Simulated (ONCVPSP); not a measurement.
**Transferability test, ONCV potential for Hg**

ONCVPSP 4.0.1 input, shortened (lines: element, Z, core and valence counts, functional; n l f; lmax; l rc ep ncon nbas qcut; lloc lpopt rc5 dvloc0; l nproj debl; icmod fcfact rcfact), PBE, scalar-relativistic:

```
  Hg 80.00   10    4        4      upf
    1    0    2.00
    2    0    2.00
    2    1    6.00
    3    0    2.00
    3    1    6.00
    3    2   10.00
    4    0    2.00
    4    1    6.00
    4    2   10.00
    4    3   14.00
    5    0    2.00
    5    1    6.00
    5    2   10.00
    6    0    2.00
    2
    0    1.15    0.00    3    8    8.20
    1    1.75    0.00    4    8    9.70
    2    1.60    0.00    4    9   10.40
    4    4    0.85    4.00
    0    2    0.60
    1    2    1.70
    2    2    0.90
    0    0.00    0.00
```

In the p channel the program set the typed energies aside and used -2.444, 0.250 Ha.

Energies are relative to the spin-unpolarised reference configuration 5s2 5p6 5d10 6s2; without spin polarisation the order of configurations can differ from experiment.

```csv
valence configuration,charge,ΔE all-electron (eV),error AE − PS (meV)
5s2 5p6 5d10 6s1,+1,10.688,-3.9
5s2 5p6 5d10 6s1.5,+0.5,4.356,-1.5
```

Question: What are ΔE and the potential's error for 5s2 5p6 5d10 6s0?

Answer: ΔE = 29.663 eV all-electron; the error (AE − PS) is -11 meV.

Question: What are ΔE and the potential's error for 5s2 5p6 5d9 6s0?

Answer: ΔE = 65.190 eV all-electron; the error (AE − PS) is -18 meV.
